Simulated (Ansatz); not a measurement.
Ansatz (an electronic-structure program) input (B3LYP-D3(BJ)/def2-TZVP):

Ansatz 0.2 input:
```yaml
crystal:
  periodic: [false, false, false]
  atoms:
    - {symbol: Hg, position_ang: [-0.00000000, -0.00000000, -0.17436175]}
    - {symbol: O, position_ang: [0.00000000, 0.00000000, 1.74361754]}
basis:
  gaussian:
    orbitals: def2-TZVP
hamiltonian:
  xc: b3lyp
  dispersion: d3bj
phonons: {temperatures: {t_min: 298.15, t_max: 298.15, t_step: 100}}
```

Output:

```
Functional definition: B3LYP
integrals: 0.01 GiB planned
570 factors; their error is unknown
mean field: 0.16 GiB planned
mean field evaluation 1: about -6207.6283 eV, gradient 8.3e1 eV
mean field evaluation 2: about -5993.4264 eV, gradient 2.2e2 eV
mean field evaluation 4: about -6221.8310 eV, gradient 2.1e1 eV
mean field evaluation 8: about -6222.4803 eV, gradient 7.6e-1 eV
mean field evaluation 16: about -6222.5069 eV, gradient 5.6e-5 eV
mean field -6222.50689088 eV, -228.6729104733 hartree, gradient 5.5e-5 eV, S^2 0.000000; 0 other end points of the search recorded, 0 dependent functions left out
the calculation of the forces begins
reference -6222.50708437 eV, -228.6729175840 hartree; 14, 14 occupied and 60, 60 virtual orbitals, 570 factors
these checks for a lower state are left out or cut short: stability, starts, cluster_reference, orbital_swaps, neighbouring_geometries, increment
integrals: 0.01 GiB planned
570 factors; their error is unknown
mean field: 0.16 GiB planned
mean field -6222.50689089 eV, -228.6729104735 hartree, gradient 2.2e-6 eV, S^2 0.000000; 0 other end points of the search recorded, 0 dependent functions left out
the calculation of the forces begins
reference -6222.50708438 eV, -228.6729175841 hartree; 14, 14 occupied and 60, 60 virtual orbitals, 570 factors
these checks for a lower state are left out or cut short: stability, starts, cluster_reference, orbital_swaps, neighbouring_geometries, increment
integrals: 0.01 GiB planned
570 factors; their error is unknown
mean field: 0.16 GiB planned
mean field evaluation 32: about -6222.5069 eV, gradient 2.2e-6 eV
mean field -6222.50689089 eV, -228.6729104735 hartree, gradient 2.2e-6 eV, S^2 0.000000; 0 other end points of the search recorded, 0 dependent functions left out
the calculation of the forces begins
reference -6222.50708438 eV, -228.6729175841 hartree; 14, 14 occupied and 60, 60 virtual orbitals, 570 factors
these checks for a lower state are left out or cut short: stability, starts, cluster_reference, orbital_swaps, neighbouring_geometries, increment
integrals: 0.01 GiB planned
570 factors; their error is unknown
mean field: 0.16 GiB planned
mean field -6222.50689089 eV, -228.6729104735 hartree, gradient 2.2e-6 eV, S^2 0.000000; 0 other end points of the search recorded, 0 dependent functions left out
the calculation of the forces begins
reference -6222.50708438 eV, -228.6729175841 hartree; 14, 14 occupied and 60, 60 virtual orbitals, 570 factors
these checks for a lower state are left out or cut short: stability, starts, cluster_reference, orbital_swaps, neighbouring_geometries, increment
integrals: 0.01 GiB planned
570 factors; their error is unknown
mean field: 0.16 GiB planned
mean field -6222.50689089 eV, -228.6729104735 hartree, gradient 2.2e-6 eV, S^2 0.000000; 0 other end points of the search recorded, 0 dependent functions left out
the calculation of the forces begins
reference -6222.50708438 eV, -228.6729175841 hartree; 14, 14 occupied and 60, 60 virtual orbitals, 570 factors
these checks for a lower state are left out or cut short: stability, starts, cluster_reference, orbital_swaps, neighbouring_geometries, increment
integrals: 0.01 GiB planned
570 factors; their error is unknown
mean field: 0.16 GiB planned
mean field -6222.50682696 eV, -228.6729081243 hartree, gradient 2.2e-6 eV, S^2 0.000000; 0 other end points of the search recorded, 0 dependent functions left out
the calculation of the forces begins
reference -6222.50702046 eV, -228.6729152351 hartree; 14, 14 occupied and 60, 60 virtual orbitals, 570 factors
these checks for a lower state are left out or cut short: stability, starts, cluster_reference, orbital_swaps, neighbouring_geometries, increment
integrals: 0.01 GiB planned
570 factors; their error is unknown
mean field: 0.16 GiB planned
mean field evaluation 64: about -6222.5068 eV, gradient 2.2e-6 eV
mean field -6222.50683856 eV, -228.6729085504 hartree, gradient 2.2e-6 eV, S^2 0.000000; 0 other end points of the search recorded, 0 dependent functions left out
the calculation of the forces begins
reference -6222.50703205 eV, -228.6729156610 hartree; 14, 14 occupied and 60, 60 virtual orbitals, 570 factors
these checks for a lower state are left out or cut short: stability, starts, cluster_reference, orbital_swaps, neighbouring_geometries, increment
integrals: 0.01 GiB planned
570 factors; their error is unknown
mean field: 0.16 GiB planned
mean field -6222.50689089 eV, -228.6729104735 hartree, gradient 2.2e-6 eV, S^2 0.000000; 0 other end points of the search recorded, 0 dependent functions left out
the calculation of the forces begins
reference -6222.50708438 eV, -228.6729175841 hartree; 14, 14 occupied and 60, 60 virtual orbitals, 570 factors
these checks for a lower state are left out or cut short: stability, starts, cluster_reference, orbital_swaps, neighbouring_geometries, increment
integrals: 0.01 GiB planned
570 factors; their error is unknown
mean field: 0.16 GiB planned
mean field -6222.50689089 eV, -228.6729104735 hartree, gradient 2.2e-6 eV, S^2 0.000000; 0 other end points of the search recorded, 0 dependent functions left out
the calculation of the forces begins
reference -6222.50708438 eV, -228.6729175841 hartree; 14, 14 occupied and 60, 60 virtual orbitals, 570 factors
these checks for a lower state are left out or cut short: stability, starts, cluster_reference, orbital_swaps, neighbouring_geometries, increment
integrals: 0.01 GiB planned
570 factors; their error is unknown
mean field: 0.16 GiB planned
mean field -6222.50689089 eV, -228.6729104735 hartree, gradient 2.2e-6 eV, S^2 0.000000; 0 other end points of the search recorded, 0 dependent functions left out
the calculation of the forces begins
reference -6222.50708438 eV, -228.6729175841 hartree; 14, 14 occupied and 60, 60 virtual orbitals, 570 factors
these checks for a lower state are left out or cut short: stability, starts, cluster_reference, orbital_swaps, neighbouring_geometries, increment
integrals: 0.01 GiB planned
570 factors; their error is unknown
mean field: 0.16 GiB planned
mean field evaluation 96: about -6222.5069 eV, gradient 2.2e-6 eV
mean field -6222.50689089 eV, -228.6729104735 hartree, gradient 2.2e-6 eV, S^2 0.000000; 0 other end points of the search recorded, 0 dependent functions left out
the calculation of the forces begins
reference -6222.50708438 eV, -228.6729175841 hartree; 14, 14 occupied and 60, 60 virtual orbitals, 570 factors
these checks for a lower state are left out or cut short: stability, starts, cluster_reference, orbital_swaps, neighbouring_geometries, increment
integrals: 0.01 GiB planned
570 factors; their error is unknown
mean field: 0.16 GiB planned
mean field -6222.50683856 eV, -228.6729085504 hartree, gradient 2.2e-6 eV, S^2 0.000000; 0 other end points of the search recorded, 0 dependent functions left out
the calculation of the forces begins
reference -6222.50703205 eV, -228.6729156610 hartree; 14, 14 occupied and 60, 60 virtual orbitals, 570 factors
these checks for a lower state are left out or cut short: stability, starts, cluster_reference, orbital_swaps, neighbouring_geometries, increment
integrals: 0.01 GiB planned
570 factors; their error is unknown
mean field: 0.16 GiB planned
mean field -6222.50682696 eV, -228.6729081243 hartree, gradient 2.2e-6 eV, S^2 0.000000; 0 other end points of the search recorded, 0 dependent functions left out
the calculation of the forces begins
reference -6222.50702046 eV, -228.6729152351 hartree; 14, 14 occupied and 60, 60 virtual orbitals, 570 factors
Total energy: -6222.54372566 eV, -228.6742641263 hartree
Atom 0 at    -0.000000    -0.000000    -0.174362 Å, force     0.000000    -0.000000    -0.001557 eV/Å
Atom 1 at     0.000000     0.000000     1.743618 Å, force    -0.000000     0.000000     0.001557 eV/Å
Dipole moment:     0.000000     0.000000    -0.980356 e Å
Vibrations: 583.43 cm⁻¹, zero-point energy 0.036168 eV
```
